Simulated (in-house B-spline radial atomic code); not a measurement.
Configurations of the tantalum ion Ta²⁺, with energies counted from [Xe] 4f14 (5d3/2)3. Method: Dirac-Hartree-Fock, average of each configuration as written, Fermi nucleus of rms radius 5.3507 fm. Calculated with a radial B-spline atomic code at the basis-set limit. Energies include first-order Breit, QED and recoil terms.

Occupations are held fixed; configurations that lie above the ionisation limit could autoionise.

```csv
configuration,E - E(ref) (eV),highest orbital,its <r> (bohr)
[Xe] 4f14 (5d3/2)2 (5d5/2)1,0.81457,5d5/2,2.011
[Xe] 4f14 (5d3/2)1 (5d5/2)1 8s1,17.289,8s1/2,9.945
[Kr] 4d10 4f14 5s2 (5p1/2)1 (5p3/2)4 (5d3/2)4,46.258,5d3/2,1.918
[Xe] (4f5/2)6 (4f7/2)7 (5d3/2)1 (5d5/2)2 (9g9/2)1,46.298,9g9/2,37.1
[Kr] 4d10 4f14 5s2 (5p1/2)2 (5p3/2)3 (5d3/2)1 (5d5/2)2 (8f5/2)1,58.169,8f5/2,21.9
[Kr] 4d10 4f14 5s2 (5p1/2)2 (5p3/2)3 (5d5/2)3 (7f5/2)1,58.3,7f5/2,15.58
```

(1) Order these further configurations by energy, lowest first.
A. [Kr] 4d10 4f14 5s2 (5p1/2)2 (5p3/2)3 (5d3/2)2 (5d5/2)1 (5g9/2)1
B. [Kr] 4d10 4f14 5s2 (5p1/2)1 (5p3/2)4 (5d3/2)3 (6d5/2)1
C. [Xe] 4f14 (5d5/2)3
D. [Xe] 4f14 (5d5/2)2 (7g7/2)1
E. [Kr] 4d10 4f14 5s2 (5p1/2)1 (5p3/2)4 (5d3/2)1 (5d5/2)2 (7p3/2)1

(2) How far above the reference does [Xe] 4f14 (5d3/2)1 (5d5/2)1 (5g7/2)1 lie?

(3) How far above the reference does [Xe] 4f14 (5d3/2)2 (6g9/2)1 lie?

Results:

(1) C (1.7252 eV), D (21.525 eV), A (54.518 eV), B (59.776 eV), E (60.744 eV).

(2) 18.594 eV; its least bound orbital is 5g7/2 with <r> = 9.149 bohr.

(3) 19.304 eV; its least bound orbital is 6g9/2 with <r> = 14.64 bohr.
